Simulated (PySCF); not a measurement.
NMR data simulated for an unnamed compound:

$^{1}$H NMR (400 MHz, computed): δ 4.78 (s, 6H), 3.45 (s, 4H), 2.03 (br s, 2H).

$^{13}$C{$^{1}$H} NMR (computed): δ 48.6 (CH2).

- PBE0-D3(BJ)/def2-SVP structure
- shieldings: GIAO KT2/pcSseg-1
- run in PySCF
- fast rotation and ring inversion assumed for equivalent nuclei, non-relativistic, in vacuum, one computed conformer

Scale: TMS for $^{1}$H (σref 31.18), $^{13}$C (σref 183.22) (reference shieldings calculated alike).

**Question.** Which of these does the molecule contain: a carboxylic acid, a Si–H bond, an NH or NH2 group, a benzene ring, a (CH3)2CH unit?

**Answer.** 
- A carboxylic acid: no.
- A Si–H bond: yes (δH 4.78 (s)).
- An NH or NH2 group: yes (δH 2.03 (br s)).
- A benzene ring: no.
- A (CH3)2CH unit: no.

The data belong to SMILES [SiH3]N([SiH3])B1NCCN1, C2H12BN3Si2; they needn't prove each group on their own.

Carbon signals by region: 1 below 50 ppm.

OH/NH shifts are gas-phase values; hydrogen bonding in solution moves them, usually downfield. Shifts are as computed. Against solution values, carbons near 30 ppm lie about +2 ppm off and those near 130 ppm about -5 ppm. Of 1211 compounds with measured shifts, 218 miss one by over three times the rms of a fit or turn the order of signals round; such compounds aren't used in these exercises. No couplings were computed; multiplicities are counted from neighbouring protons, with m where these are inequivalent, close in shift, in a saturated or five-membered ring or joined by F or P, and br s for small geminal =CH2 splittings.
